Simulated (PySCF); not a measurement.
**Working out the ionisation energy of Fe⁺**

Fe⁺ [Ar] 3d6 4s1 (6D) → Fe²⁺ [Ar] 3d6 (5D). All numbers are calculated (PySCF 2.14, no relativity, point nucleus, in cc-pVDZ). Frozen: [Ar]. Energies in hartree (1 hartree = 27.21139 eV):

| part | Fe⁺ (lower) | Fe²⁺ (upper) |
| --- | --- | --- |
| UHF | -1262.217280 | -1261.660645 |
| MP2 opposite-spin | -0.044831 | -0.039847 |
| MP2 same-spin | -0.070867 | -0.057600 |

Task: What does Hartree-Fock give?

Result: (-1261.660645) − (-1262.217280) = 0.556635 hartree = 15.147 eV.

Task: What do MP2 and SCS-MP2 (6/5 opposite-spin, 1/3 same-spin) give?

Result: The opposite-spin parts differ by 0.136 eV and the same-spin parts by 0.361 eV. MP2: 15.147 + (0.136) + (0.361) = 15.644 eV. SCS-MP2: 15.147 + 1.2 × (0.136) + (0.361)/3 = 15.431 eV.

Reference: 16.199 eV (measured; NIST Atomic Spectra Database, ionization energies), between the lowest levels; spin-orbit coupling is absent from the calculation.

The calculation is non-relativistic.

A double-zeta basis recovers only part of the correlation energy.

What remains against the reference includes basis incompleteness, the frozen core and correlation beyond second order.
